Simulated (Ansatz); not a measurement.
Species: Cu2, net charge 0, singlet state. 
Geometry from a B3LYP-D3(BJ)/def2-TZVP (Ansatz, a first-principles code) optimisation:
```
Cu
Cu 1 2.2914
```

CCSD(T) with Ansatz in growing basis sets, 22 correlated electrons. Valence correlation only, unless marked. Open shells are spin-unrestricted. Spin-orbit coupling is left out. Frozen are the shells of the preceding noble gas and the d and f shells that filled before the atom's block. No relativistic terms. Costs are ratios of core time to the smallest set, on shared machines of one kind, and rough; they hold the program's checks for lower states.

```csv
basis,functions,cost over smallest,E(corr) (Eh),electronic atomisation energy (kcal/mol)
def2-TZVPP,128,1×,-0.9216,41.2
def2-QZVPP,200,3×,-0.9848,42.4
```

Formally CCSD grows as o²v⁴ and (T) as o³v⁴; with o = 11 and v going from 99 to 171 both grow 9-fold in the last step, while integrals and the mean field grow more slowly. That step adds 63.2 mEh of correlation energy and 1.2 kcal/mol to the atomisation energy.
